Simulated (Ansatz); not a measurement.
Several settings on one geometry of VO₂ (that of the charge 0 doublet, PBE-D4/def2-TZVP). Ansatz on 2 threads of Arm Neoverse V2 on a shared host; times are rough.

```xyz
3

V    -1.066   -0.264   -0.059
O     0.498    0.114    0.742
O     0.568    0.150   -0.682
```

Totals from different functionals, basis sets or treatments of relativity can't be compared as stabilities.

Correlated methods freeze 7 core orbitals; core or outer-core shells of V are correlated, in sets that lack core-valence functions.

Scalar relativity in a set contracted without it gives distorted totals.

At PBE-D4/def2-TZVP a quartet lies 0.62 eV below the doublet of charge 0, at its own geometry.

The spins typed aren't always the lowest for that charge.

Problem. Give the basis size and estimate the energy, ⟨S²⟩, dipole and time of these runs.

```tsv
run	method	charge	state	further keys
1	UKS PBE0/aug-cc-pVDZ	0	quartet	pseudopotentials: {relativity: scalar}; scf: {lower_state_search: off}; forces asked
2	UKS PBE0/def2-TZVP	0	doublet	final_grid: {core_spheres: 8, valence_spheres: 7, degree: 23}; forces asked
3	ROKS B97/aug-cc-pVDZ	0	doublet	scf: {omitted_lower_state_checks: [starts]}; forces asked
4	UKS PBE-QIDH/def2-mTZVPP	0	doublet	point_charges: [{charge: 2.00, position_ang: [3.720, 0.313, -0.686]}]; scf: {omitted_lower_state_checks: [starts]}
5	UKS PBE0/def2-TZVP	0	quartet	point_charges: [{charge: 1.00, position_ang: [3.828, 0.255, 0.097]}]; scf: {omitted_lower_state_checks: [starts]}
6	UKS CAM-B3LYP/pcseg-2	0	doublet	scf: {omitted_lower_state_checks: [starts]}
7	UKS ωB97X-V/aug-cc-pVDZ	0	doublet	scf: {omitted_lower_state_checks: [starts]}; forces asked
8	UKS B2PLYP/def2-SVPD	0	doublet	scf: {omitted_lower_state_checks: [starts]}
```

Solution. 
| run | functions | energy (Eh) | ⟨S²⟩ | dipole (D) | wall time |
| --- | --- | --- | --- | --- | --- |
| 1 | 105 | -1098.5506 | 3.85 | 5.08 | 4.5 s |
| 2 | 107 | -1094.0105 | 1.73 | 5.01 | 20 s |
| 3 | 105 | -1094.1947 | – | 5.17 | 12 s |
| 4 | 81 | -1093.8621 | 1.66 | – | 7.5 s |
| 5 | 107 | -1094.0741 | 3.81 | – | 6 s |
| 6 | 116 | -1094.3908 | 1.73 | – | 17 s |
| 7 | 105 | -1094.1652 | 1.72 | 5.07 | 67 s |
| 8 | 80 | -1093.7505 | 1.76 | – | 5.5 s |

At UKS PBE0/def2-TZVP, UKS PBE-QIDH/def2-mTZVPP, UKS CAM-B3LYP/pcseg-2, UKS ωB97X-V/aug-cc-pVDZ and others the charge 0 doublet is spin-contaminated (final ⟨S²⟩ up to 1.76, 0.75 for a pure state).
